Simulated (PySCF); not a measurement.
## Working out the excitation energy of Ru

Ru [Kr] 4d7 5s1 (5F) → Ru [Kr] 4d7 5p1 (high-spin determinant). All numbers are calculated (PySCF 2.14, scalar relativity through the core potential, in def2-TZVPPD with the def2 core potential (28 electrons) (6s4p3d2f1g, 56 functions)). Frozen: nothing. Energies in hartree (1 hartree = 27.21139 eV):

```
             part  Ru (lower)  Ru (upper)
              UHF  -94.123420  -94.012305
MP2 opposite-spin   -0.314620   -0.304026
    MP2 same-spin   -0.158948   -0.148025
```

Question: What does Hartree-Fock give?

Answer: (-94.012305) − (-94.123420) = 0.111115 hartree = 3.024 eV.

Question: What do MP2 and SCS-MP2 (6/5 opposite-spin, 1/3 same-spin) give?

Answer: The opposite-spin parts differ by 0.288 eV and the same-spin parts by 0.297 eV. MP2: 3.024 + (0.288) + (0.297) = 3.609 eV. SCS-MP2: 3.024 + 1.2 × (0.288) + (0.297)/3 = 3.469 eV.

One determinant mixes LS terms, so it does not stand for a single term.
